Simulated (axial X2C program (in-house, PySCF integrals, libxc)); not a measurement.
## Outer orbitals of TcSn at 2.543 Å, PBE0

Computed with an axial X2C code built on PySCF integrals. Spin-free means the one-electron spin-free X2C Hamiltonian; two-component (2c) means X2C with spin–orbit coupling and atomic mean-field two-electron Coulomb and Gaunt terms, so the difference of the two also holds small scalar two-electron terms. Basis: Sn dyall-cv3z [11s12p9d4f1g], Tc dyall-cv3z [12s12p8d5f3g] (cores contracted in-house); Gaussian nuclei, density fitting, unrestricted open shells. Masses: Sn 119.902 u, Tc 98.907 u.

The distance is close to the 2c PBE0 minimum; the highest filled and lowest empty levels are listed.

Spin-free orbitals, state M_S = 3/2, Λ = 0 (beyond evenly filled blocks: σα, δ+α, δ-α) (Löwdin shares):

```
symmetry  occupied  ε (eV)              atomic character
     δ-β       yes  -27.63                     100% Sn d
     δ+β       yes  -27.63                     100% Sn d
     π-β       yes  -27.51                     100% Sn d
     π+β       yes  -27.51                     100% Sn d
     δ+α       yes  -27.50                     100% Sn d
     δ-α       yes  -27.50                     100% Sn d
      σβ       yes  -27.50                      99% Sn d
      σα       yes  -27.40                      99% Sn d
     π+α       yes  -27.39                     100% Sn d
     π-α       yes  -27.39                     100% Sn d
      σβ       yes  -11.98   68% Sn s, 12% Tc p, 9% Tc s
      σα       yes  -10.92  62% Sn s, 17% Tc d, 10% Tc s
     δ+α       yes   -7.92                     100% Tc d
     δ-α       yes   -7.92                     100% Tc d
     π+α       yes   -7.57             95% Tc d, 3% Sn p
     π-α       yes   -7.57             95% Tc d, 3% Sn p
      σα       yes   -7.42    80% Tc d, 8% Sn s, 6% Tc s
      σβ       yes   -5.57  64% Sn p, 16% Tc d, 12% Tc s
      σα       yes   -5.50   50% Tc s, 36% Sn p, 7% Tc p
     π+β       yes   -5.26   50% Sn p, 42% Tc d, 5% Tc p
     π-β       yes   -5.26   50% Sn p, 42% Tc d, 5% Tc p
     π+α        no   -2.10   58% Sn p, 37% Tc p, 3% Tc d
     π-α        no   -2.10   58% Sn p, 37% Tc p, 3% Tc d
      σβ        no   -2.07   50% Tc d, 42% Tc s, 4% Sn p
     π-β        no   -1.77  54% Tc d, 30% Sn p, 11% Tc p
     π+β        no   -1.77  54% Tc d, 30% Sn p, 11% Tc p
```

Spinors with spin–orbit coupling (state Ω = 3/2):

| ω | occupied | ε (eV) | atomic character | λ mixture |
| --- | --- | --- | --- | --- |
| 3/2 | yes | -28.19 | 100% Sn d | 86% δ, 14% π |
| -3/2 | yes | -28.10 | 100% Sn d | 80% δ, 20% π |
| 1/2 | yes | -28.07 | 100% Sn d | 65% π, 35% σ |
| -1/2 | yes | -28.04 | 100% Sn d | 55% π, 45% σ |
| -5/2 | yes | -27.22 | 100% Sn d | 100% δ |
| -3/2 | yes | -27.10 | 100% Sn d | 80% π, 20% δ |
| 5/2 | yes | -27.09 | 100% Sn d | 100% δ |
| -1/2 | yes | -27.04 | 99% Sn d | 55% σ, 45% π |
| 1/2 | yes | -27.03 | 99% Sn d | 65% σ, 35% π |
| 3/2 | yes | -27.02 | 100% Sn d | 86% π, 14% δ |
| -1/2 | yes | -11.96 | 68% Sn s, 12% Tc p, 9% Tc s | 100% σ |
| 1/2 | yes | -10.92 | 62% Sn s, 17% Tc d, 10% Tc s | 100% σ |
| -3/2 | yes | -8.01 | 100% Tc d | 100% δ |
| 5/2 | yes | -7.79 | 100% Tc d | 100% δ |
| -1/2 | yes | -7.61 | 94% Tc d, 3% Sn p | 100% π |
| 3/2 | yes | -7.50 | 95% Tc d, 3% Sn p | 100% π |
| 1/2 | yes | -7.41 | 80% Tc d, 8% Sn s, 6% Tc s | 100% σ |
| -1/2 | yes | -5.57 | 64% Sn p, 16% Tc d, 12% Tc s | 99% σ, 1% π |
| 1/2 | yes | -5.53 | 42% Sn p, 41% Tc s, 6% Tc p | 84% σ, 16% π |
| 1/2 | yes | -5.32 | 47% Sn p, 34% Tc d, 9% Tc s | 84% π, 16% σ |
| -3/2 | yes | -5.17 | 46% Sn p, 46% Tc d, 5% Tc p | 100% π |
| -1/2 | no | -2.20 | 56% Sn p, 32% Tc p, 5% Tc d | 92% π, 8% σ |
| -1/2 | no | -2.05 | 48% Tc d, 38% Tc s, 7% Sn p | 93% σ, 7% π |
| 3/2 | no | -2.00 | 57% Sn p, 38% Tc p, 4% Tc d | 99% π, 1% δ |
| 1/2 | no | -1.80 | 57% Tc d, 27% Sn p, 10% Tc p | 98% π, 2% σ |

Task: How does the gap between the highest filled and lowest empty level change from the spin-free to the 2c table?

Result: From 3.16 to 2.97 eV at PBE0, a change of -0.19 eV.

Mulliken charges and populations of the two-component result (they depend on the basis, above all on diffuse functions):

Sn 0.08 e (s 9.84 p 20.05 d 20.03 f 0.01), Tc -0.08 e (s 9.00 p 18.18 d 15.88 f 0.02). ⟨Lz⟩ = 0.00 ħ and ⟨Sz⟩ = 1.50 ħ (-0.70 and 2.20 on the two atoms), which add up to Ω.

Occupations by symmetry block were frozen at the best pattern of an incomplete PBE0 search. Density functionals use the spin component along the axis (collinear). With several unpaired electrons one determinant need not be a pure state. This is the top spin component of a Σ state; components of lower Ω are not single determinants and can lie lower. The determinant is spin-polarised beyond a pure state at some levels (its spin-free form has ⟨S²⟩ too high), which makes Re and μ there less reliable. Under one Hamiltonian the search converged a single determinant, so lower ones may well exist.
